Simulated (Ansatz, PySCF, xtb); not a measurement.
Torsion H3–Ge1–Se2–H6 in GeH4Se (SMILES [GeH3][SeH]); at each angle all else is relaxed with GFN2-xTB, and the levels are single points there.
Geometry at 60° (charge 0, multiplicity 1):
```xyz
6

Ge    -0.5793    -0.0196    -0.0141
Se     1.5777    -0.8106    -0.2790
H     -0.8110     1.2135    -0.8384
H     -1.5090    -1.0984    -0.4702
H     -0.8675     0.3050     1.4231
H      2.1887     0.3995     0.2064
```

On the grid 0° to 120°, 120° is the highest and 60° the lowest point at MP2/CBS(cc-pVTZ, cc-pVQZ) + ΔCCSD(T)/cc-pVTZ.

Cores are frozen in the correlated methods. Filled d and f shells under p-block atoms count as core. CBS(a, b) extrapolates the correlation energy as X⁻³ and adds the Hartree–Fock energy of set b.

Programs: Ansatz (a program for electronic structure) with Gaussian orbitals; PySCF for the dispersion terms; xtb for the GFN methods. Each number belongs to the level named beside it.

| level | energy at 120° less that at 60° (kcal/mol) |
|---|---|
| GFN2-xTB | 0.44 |
| HF/cc-pVDZ | 0.71 |
| PBE-D4/def2-TZVPP | 0.58 |
| BLYP/def2-TZVPP | 0.57 |
| MP2/cc-pVDZ | 0.73 |
| SCS-MP2/cc-pVDZ | 0.71 |
| CCSD/cc-pVTZ | ? |
| CCSD(T)/cc-pVDZ | 0.69 |
| MP2/CBS(cc-pVTZ, cc-pVQZ) + ΔCCSD(T)/cc-pVTZ | 0.59 |

**Question.** What belongs in the gaps?

**Answer.** 
- CCSD/cc-pVTZ, energy at 120° less that at 60° (kcal/mol): 0.64
